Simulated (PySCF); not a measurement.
This PySCF input asks for the NMR shieldings of `CC#C[BH2-][N+]#CCCC`, C7H12BN; the geometry comes from GFN2-xTB.

```python
import basis_set_exchange as bse
import numpy as np
from pyscf import gto, dft
from pyscf.prop import nmr

atoms = """
C     3.879775    1.219382    0.600062
C     3.106930    0.094657    0.100269
C     2.487169   -0.847104   -0.317024
B     1.679234   -2.070541   -0.848056
N     0.267790   -1.677757   -0.643201
C    -0.790031   -1.274773   -0.445262
C    -2.087291   -0.721931   -0.183157
C    -1.965692    0.677192    0.442224
C    -3.342040    1.263426    0.726638
H     4.504055    1.633926   -0.192942
H     4.523909    0.899933    1.420694
H     3.212346    2.002420    0.964724
H     1.808207   -2.246290   -2.022346
H     1.848692   -3.059048   -0.199574
H    -2.629940   -1.389448    0.493474
H    -2.643971   -0.662537   -1.123661
H    -1.419014    1.328055   -0.242489
H    -1.390405    0.608782    1.367291
H    -3.917975    1.354535   -0.191953
H    -3.895136    0.632302    1.419215
H    -3.245533    2.251764    1.168249
"""
names = dict.fromkeys(["C", "B", "N", "H"], "pcSseg-1")
basis = {el: gto.basis.parse(bse.get_basis(n, elements=[el], fmt="nwchem")) for el, n in names.items()}
mol = gto.M(atom=atoms, basis=basis, charge=0, verbose=0)
mf = dft.RKS(mol, xc="PBE0")
mf.grids.level = 2
mf.grids.alignment = dft.numint.BLKSIZE   # the property module wants whole blocks of grid points
mf.conv_tol = 1e-9
mf.kernel()

calc = nmr.RKS(mf)   # GIAO
C = mf.mo_coeff
Co = C[:, mf.mo_occ > 0]
resp = mf.gen_response(singlet=True, hermi=2)
def vind(x):   # induced exchange potential for any number of trial vectors
    d = np.einsum("pi,xij,qj->xpq", C, 2 * x.reshape(-1, C.shape[1], Co.shape[1]), Co, optimize=True)
    return np.einsum("xpq,pi,qj->xij", resp(d - d.transpose(0, 2, 1)), C, Co, optimize=True).ravel()
mo1, _ = nmr.rhf.solve_mo1(calc, with_cphf=vind)
sigma = calc.kernel(mo1)
for i, s in enumerate(sigma):   # ppm
    w = np.linalg.eigvalsh((s + s.T) / 2)
    print("%2d %-2s iso %8.1f  s11 %8.1f  s22 %8.1f  s33 %8.1f" % (i, mol.atom_pure_symbol(i), w.mean(), *w))
```

Question: What does it print?

Answer: 
```
 0 C  iso    180.5  s11    173.2  s22    173.4  s33    194.9
 1 C  iso     91.3  s11      6.6  s22      9.3  s33    257.9
 2 C  iso     89.9  s11     -4.0  s22      1.1  s33    272.5
 3 B  iso    140.0  s11    129.8  s22    135.2  s33    155.1
 4 N  iso     34.0  s11   -114.0  s22   -108.9  s33    324.9
 5 C  iso     67.3  s11    -26.1  s22    -22.0  s33    249.9
 6 C  iso    166.4  s11    149.2  s22    165.9  s33    184.1
 7 C  iso    162.8  s11    151.9  s22    164.4  s33    172.0
 8 C  iso    170.2  s11    159.4  s22    163.2  s33    187.9
 9 H  iso     29.7  s11     24.7  s22     27.9  s33     36.5
10 H  iso     29.7  s11     24.7  s22     27.9  s33     36.5
11 H  iso     29.9  s11     24.7  s22     29.1  s33     36.0
12 H  iso     29.3  s11     25.8  s22     29.5  s33     32.8
13 H  iso     29.3  s11     25.7  s22     29.5  s33     32.8
14 H  iso     29.3  s11     24.4  s22     28.9  s33     34.8
15 H  iso     29.3  s11     24.4  s22     28.8  s33     34.7
16 H  iso     29.8  s11     24.8  s22     29.7  s33     34.9
17 H  iso     29.8  s11     24.8  s22     29.7  s33     34.9
18 H  iso     30.7  s11     26.4  s22     28.8  s33     37.0
19 H  iso     30.7  s11     26.4  s22     28.8  s33     37.0
20 H  iso     30.2  s11     25.5  s22     27.5  s33     37.6
```

These numbers come from an equivalent density-fitted implementation of the same equations, which agrees with the script to about 0.01 ppm for H and up to a few tenths of a ppm for heavy atoms, so last digits may differ.

Size and cost of the density-fitted run: 213 basis functions, 56 s wall time on 1 thread of an AMD EPYC 7R43 64-Core, shared host; peak memory 0.99 GiB.
